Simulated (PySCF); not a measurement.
# Sb(2+): ionisation energy

Sb(2+) [Kr] 4d10 5s2 5p1 (2P) → Sb(3+) [Kr] 4d10 5s2 (1S), as a difference of total energies. Computed with PySCF 2.14 in dyall-av2z, with no relativity, point nucleus. Correlated levels: valence: [Kr] 4d10 frozen; virtual orbitals above 40 to 60 times the deepest correlated orbital energy dropped. The calculations carry no spin-orbit coupling.

```json
{"method": "UHF", "ionisation energy (eV)": "23.986"}
{"method": "MP2 (valence)", "ionisation energy (eV)": "24.137"}
{"method": "SCS-MP2 (valence)", "ionisation energy (eV)": "24.120"}
{"method": "CCSD (valence)", "ionisation energy (eV)": "24.217"}
{"method": "CCSD(T) (valence)", "ionisation energy (eV)": "24.230"}
```

Q: How much does correlation contribute at CCSD(T) (valence)?

A: 24.230 − (23.986) = 0.244 eV, measured against UHF.

These non-relativistic numbers lack the scalar-relativistic shift.

The reference lies between the lowest fine-structure levels, while these numbers refer to the centres of the terms.

For comparison: 25.323 eV (measured; NIST Atomic Spectra Database, ionization energies).
